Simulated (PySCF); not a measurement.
# Ga²⁷⁺ (gallium, charge +27): Hartree-Fock from Schrödinger to Dirac-Coulomb-Breit

Occupied: 1s1/2, 2s1/2. Hartree-Fock calculated with PySCF 2.14 in an uncontracted even-tempered set (16 s from 2.9 bohr⁻², ratio 2.7; 11 p from 3.5 bohr⁻², ratio 2.7), Gaussian nucleus throughout. NR is non-relativistic, sf-X2C the spin-free one-electron X2C Hamiltonian, X2C adds the bare one-electron spin-orbit term, X2C-SNSO screens it by Boettger's factors, DC is four-component Dirac-Coulomb, and the Gaunt and Breit terms are added at first order (total energies over the DC spinors, levels after relaxing the spinors in that mean field). QED terms are absent. Levels marked empty are virtual spinors of this ion.

| Hamiltonian | E (hartree) | E − E(DC) (hartree) | CPU seconds |
| --- | --- | --- | --- |
| NR | -1153.3329 | 15.5614 | 0.15 |
| sf-X2C | -1168.6647 | 0.2297 | 0.08 |
| X2C | -1168.6647 | 0.2297 | 0.08 |
| X2C-SNSO | -1168.6647 | 0.2297 | 0.08 |
| DC | -1168.8944 | 0.0000 | 1.4 |
| DC+Gaunt | -1168.4188 | 0.4756 | 2.4 |
| DC+Breit | -1168.4278 | 0.4666 | 20 |

Problem. Give the 2p spin-orbit interval with each Hamiltonian that has one.

Solution. X2C 35.27; X2C-SNSO 32.96; DC 33.26; DC+Gaunt 32.35; DC+Breit 32.35 (eV).

```json
{"level (eV)": "1s1/2", "NR": "-12232.6", "sf-X2C": "-12381.7", "X2C": "-12381.7", "X2C-SNSO": "-12381.7", "DC": "-12387.2", "DC+Gaunt": "-12375.8", "DC+Breit": "-12375.9"}
{"level (eV)": "2s1/2", "NR": "-2818.8", "sf-X2C": "-2862.3", "X2C": "-2862.3", "X2C-SNSO": "-2862.3", "DC": "-2862.8", "DC+Gaunt": "-2861.6", "DC+Breit": "-2861.7"}
{"level (eV)": "2p1/2 (empty)", "NR": "-2648.8", "sf-X2C": "-2664.2", "X2C": "-2688.1", "X2C-SNSO": "-2686.5", "DC": "-2686.9", "DC+Gaunt": "-2684.7", "DC+Breit": "-2685.0"}
{"level (eV)": "2p3/2 (empty)", "NR": "-2648.8", "sf-X2C": "-2664.2", "X2C": "-2652.8", "X2C-SNSO": "-2653.5", "DC": "-2653.6", "DC+Gaunt": "-2652.3", "DC+Breit": "-2652.7"}
{"level (eV)": "3s1/2 (empty)", "NR": "-1163.6", "sf-X2C": "-1177.7", "X2C": "-1177.7", "X2C-SNSO": "-1177.7", "DC": "-1177.9", "DC+Gaunt": "-1177.6", "DC+Breit": "-1177.6"}
```

Weight of the small component: 1s1/2 0.0127, 2s1/2 0.00288, 2p1/2 0.00280, 2p3/2 0.00276, 3s1/2 0.00118.

Koopmans' value for the highest occupied level at DC+Breit: 2861.7 eV, against an ionisation energy of 2868 ± 3 eV (semi-empirical (NIST evaluation); NIST Atomic Spectra Database, ionization energies); the former lacks relaxation, correlation, QED and recoil.

The whole ladder took 24 s of wall time on 1 thread of Neoverse-V2 (shared host), launched as `OMP_NUM_THREADS=1 python relrun2.py TASK.json OUT` (a driver that calls PySCF for each Hamiltonian).
